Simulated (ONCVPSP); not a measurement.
chromium (Cr): ONCV pseudisation with LDA (Perdew-Zunger), scalar-relativistic reference atom.

| Item | Value |
| --- | --- |
| Element | chromium |
| Generator | ONCVPSP 4.0.1 |
| Type | optimised norm-conserving Vanderbilt (ONCV) |
| Functional | LDA (Perdew-Zunger) |
| Relativity | scalar-relativistic |
| Frozen core | [Ar] |
| Valence charge | 6 |
| Reference configuration | 3d5 4s1 |
| Partial waves | 4s: rc 3.05 bohr, ncon 4, nbas 9, qcut 2.2 1/bohr, 1 projector; p scattering state at 0.06 Ha: rc 2.75 bohr, ncon 5, nbas 8, qcut 2.9 1/bohr, 1 projector; 3d: rc 1.10 bohr, ncon 3, nbas 7, qcut 10.2 1/bohr, 2 projectors, debl 1.1 Ha |
| Local potential | polynomial inside 0.80 bohr (lpopt 5, dvloc0 0 Ha) |
| Core correction | Teter function fitted to the true core (icmod 2), fcfact 0.45 |

In the p channel the program set the typed energies aside and used 0.050 Ha.

* Cutoffs needed: 51 Ha and 156 Ha (the cutoffs (Ha) at which the residual kinetic energy of the hardest occupied pseudo-wave falls to 1 and 0.1 mHa per electron)
* Ghost test: ghosts flagged at negative energy: s at -206.3 eV, p at -62.3 eV; no localised positive-energy state flagged; a true bound ghost makes a file unfit for plane-wave use
* Configuration tests: 1 of 4 tests not solved or not reliable
* rms error of d²Exc/dni dnj: 12.15 mHa without and 5.39 mHa with the model core
